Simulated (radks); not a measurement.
Effect of the nuclear size on the lanthanum ion La3+, [Xe]. Calculated with a radial shooting solver on a logarithmic mesh with Libxc functionals: Dirac Kohn-Sham, exchange-only LDA, spin-unpolarised, spherical densities, finite nucleus; Fermi nuclear charge, rms radius 4.855 fm. The rms radius is varied about that value; shifts are against it.

rms radius (fm),total energy shift (eV),density at nucleus (e/bohr^3),1s1/2 shift (meV),2s1/2 shift (meV),4p1/2 shift (meV),5s1/2 shift (meV),5p1/2 shift (meV),5p3/2 shift (meV),6s1/2 (empty) shift (meV)
4.3646,-1.79,3.578e+05,-743,-90.0,0.272,-0.713,0.068,0.083,-0.151
4.6025,-0.938,3.54e+05,-391,-47.3,0.143,-0.375,0.035,0.043,-0.080
4.855,0,3.502e+05,0.000,0.000,0.000,0.000,0.000,0.000,0.000
5.0929,0.921,3.469e+05,383,46.4,-0.140,0.367,-0.035,-0.043,0.078
5.6075,3.03,3.403e+05,1260,153,-0.462,1.21,-0.115,-0.140,0.257

Slopes of the eigenvalues against <r^2> in GHz/fm^2, as finite differences over the two radii next to the reference (eigenvalue slopes, not the field-shift constants of lines): 1s1/2 39400, 2s1/2 4770, 4p1/2 -14.4, 5s1/2 37.7, 5p1/2 -3.57, 5p3/2 -4.38, 6s1/2 (empty) 8.02.
